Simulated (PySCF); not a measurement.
# A small calculation by hand: refractive index and permittivity of the vapour

Zn(Br)(Me) (CH₃BrZn), SMILES [CH3][Zn][Br].

The structure is a stationary point at B3LYP-D3(BJ)/def2-SVP. The structure was generated by enumeration; whether it is a known compound was not checked.

PySCF with r2SCAN/def2-TZVPD gives a mean static polarisability of 62.9 bohr³ and a dipole moment of 2.47 D. Take an ideal gas at 298.15 K and 1 bar, whether or not the substance is that volatile.

Q: Work out n − 1 in the optical limit and the static ε − 1.

A: 
Polarisability volume α' = 62.9 × 0.148185 = 9.32 Å³. Number density N = p/kT = 2.43e-5 Å⁻³.
Dilute limit of Lorentz–Lorenz: n − 1 = 2π N α' = 0.0014.
Orientation term of Debye: μ²/(3kT) = 8.098 Å³ × μ²(D²) = 49.40 Å³.
ε − 1 = 4π N (α' + μ²/3kT) = 0.018. Orientation of the dipole supplies 84 % of the static response; it can't follow optical fields. Vibrational polarisation and dispersion are left out.
